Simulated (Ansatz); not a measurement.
Coupled-cluster diagnostics for the cluster Ag2Br, Ansatz.

Geometry of the doublet (r2SCAN-D4/def2-TZVP):

Cartesian coordinates in Å:
```
Ag 0.0284 -1.0625 2.2951
Ag -0.0058 1.0843 -2.2853
Br -0.0226 -0.0218 -0.0098
```

In the def2 sets Ag takes a core potential; there is no spin–orbit coupling. Correlated methods freeze 9 core orbitals; core or outer-core shells of Ag, Br are correlated, in sets that lack core-valence functions. In CCSD on the charge 0 doublet the largest single amplitude is 0.26, so its Hartree–Fock determinant may place the open shell otherwise than the density functionals do. No other spin state of charge 0 was run. Another isomer (doublet) lies 0.16 eV lower at PBE0-D4/def2-TZVP; other spin states weren't run for this one.

(1) Estimate the CCSD(T) correlation energy, the shares of MP2 and (T), T1 and the reference's ⟨S²⟩ for: charge 0, doublet, own geometry in def2-SVP; and the rough time on 4 threads of Arm Neoverse V2 on a shared host.

Answers

(1) 
```json
{"state": "charge 0, doublet, own geometry", "basis": "def2-SVP", "correlation (eV)": "-24.246", "MP2 share (%)": "100.0", "(T) share (%)": "2.8", "T1": "0.031", "⟨S²⟩ (pure)": "0.76 (0.75)", "wall time": "19 s", "remarks": "flagged by the program"}
```
Customary marks for T1 are 0.02 (closed shells), 0.045 (open shells) and about 0.05 (3d metals). T1 exceeds 0.02 in 1 of 1 rows and 0.045 in 0; the higher it lies, the less the single-reference result can be trusted.
